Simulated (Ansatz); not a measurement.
SiCl3(NHiPr) (C3H8Cl3NSi), relaxed as a singlet with RKS PBE-D4/def2-SVP in Ansatz, starting from the GFN2-xTB geometry. Force threshold 0.02 eV/Å.

Start:

```csv
atom,x (Å),y (Å),z (Å)
C1,-0.390,0.088,-0.815
C2,0.265,-1.206,-1.299
C3,0.609,1.235,-0.810
Cl4,-1.626,-0.730,3.332
Cl5,1.488,-0.964,2.251
Cl6,0.090,1.969,2.521
N7,-0.987,-0.095,0.506
Si8,-0.266,0.039,2.050
H9,-1.819,-0.664,0.448
H10,-1.214,0.345,-1.494
H11,1.091,-1.470,-0.644
H12,0.644,-1.080,-2.309
H13,-0.454,-2.022,-1.297
H14,1.462,0.996,-0.181
H15,0.965,1.415,-1.821
H16,0.142,2.142,-0.437
```

Question: Estimate the energy that the relaxation releases and the steps that it takes.

Answer: 3.7 kcal/mol, in 8 steps; 15 s on 4 threads of Arm Neoverse V2 on a shared host. The force fell under the threshold at step 7, but the optimiser went on. No frequencies were taken in this run, so the end may be a saddle point.

Question: Does the start keep its bonding and symmetry?

Answer: By distances, no bond broke or formed. The bond that changes most is Cl6–Si8, from 2.02 to 2.07 Å (atoms count from 1).

Question: Predict the relaxed structure.

Answer: 
```xyz
16

C    -0.3789    0.0836   -0.8214
C     0.2309   -1.2268   -1.3396
C     0.6416    1.2241   -0.8103
Cl   -1.6171   -0.8229    3.3719
Cl    1.5720   -0.8184    2.2574
Cl   -0.0271    2.0416    2.6366
N    -0.9928   -0.0929    0.5057
Si   -0.2954    0.0731    2.0588
H    -1.8258   -0.6890    0.5018
H    -1.2019    0.3808   -1.5108
H     1.0643   -1.5515   -0.6838
H     0.6218   -1.1057   -2.3707
H    -0.5248   -2.0387   -1.3569
H     1.5048    0.9853   -0.1540
H     1.0406    1.3885   -1.8302
H     0.1877    2.1690   -0.4544
```
Bond lengths: 3 × Cl–Si 2.07 to 2.08 Å; 2 × C–C 1.53 to 1.54 Å; 1 × C–N 1.47 Å; 1 × N–Si 1.71 Å; 7 × C–H 1.11 Å; 1 × H–N 1.02 Å.
